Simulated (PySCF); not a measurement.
Isomers of C2H6OS. Gas-phase values, no solvent. One relaxed conformer stands for each flexible species; it need not be the lowest. Strings in code marks are SMILES.

The T1 excitation (TDA) from two functionals at the same geometries (PBE0-D3(BJ)/def2-TZVP), both in PySCF: PBE-D3(BJ)/def2-TZVP and B3LYP-D3(BJ)/def2-TZVP. B3LYP has the VWN-RPA correlation part, as in Gaussian. Excitations are Tamm–Dancoff values on a coarser integration grid. The basis has no diffuse functions, so Rydberg states are missing or too high.

```
species                                                   B3LYP-D3(BJ)/def2-TZVP (eV)
--------------------------------------------------------  ---------------------------
`OCSC` (C–S–C–O torsion -65°, S–C–O–H torsion -54°)                              5.17
`COCS` (C–O–C–S torsion -69°, O–C–S–H torsion -68°)                              5.21
`C[C@@H](O)S` (S–C–O–H torsion 47°, O–C–S–H torsion 66°)                         5.09
```

**Question.** What does PBE-D3(BJ)/def2-TZVP give for each?

**Answer.** 
- `OCSC` (C–S–C–O torsion -65°, S–C–O–H torsion -54°): 5.00
- `COCS` (C–O–C–S torsion -69°, O–C–S–H torsion -68°): 5.11
- `C[C@@H](O)S` (S–C–O–H torsion 47°, O–C–S–H torsion 66°): 4.93
Over these rows, drawn at random from the members with no instability flagged (it was tested for open shells, ions and some series alone), PBE minus B3LYP-D3(BJ): mean -0.14 eV, from -0.17 eV to -0.09 eV.
